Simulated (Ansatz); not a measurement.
Species, as SMILES: [SeH] (SeH), doublet.
Atoms: Se1, H2. Bonds: Se1-H2.

Basis-set convergence of the highest harmonic wavenumber at CCSD(T) with Ansatz (a first-principles code). Each level at its own minimum, finite differences of forces, unscaled; the reference is a large set that could be run, not a limit. All functions are spherical. Cores are frozen (with 3d on Ga to Br). Open shells are unrestricted. No added dispersion term, no relativity. Reference: the value in def2-QZVPP, 2426 cm⁻¹, itself unsure by roughly 4 cm⁻¹ (its mean distance from cc-pVQZ, aug-cc-pVTZ, def2-TZVPPD). Deviations are taken from unrounded values.

| basis | functions | highest harmonic wavenumber (cm⁻¹) |
|---|---|---|
| cc-pVDZ | 32 | 2431 |
| aug-cc-pVDZ | 45 | 2416 |
| cc-pVTZ | 57 | 2418 |
| aug-cc-pVTZ | 82 | 2415 |
| def2-TZVPP | 62 | 2423 |
| def2-TZVPPD | 74 | 2423 |

What the diffuse functions change, pair by pair:
- cc-pVDZ to aug-cc-pVDZ: 13 more functions, deviation 5 to -9 cm⁻¹
- cc-pVTZ to aug-cc-pVTZ: 25 more functions, deviation -8 to -10 cm⁻¹
- def2-TZVPP to def2-TZVPPD: 12 more functions, deviation -3 to -2 cm⁻¹

They bring the value nearer the reference by more than 4 cm⁻¹ in 0 of 3 pairs.
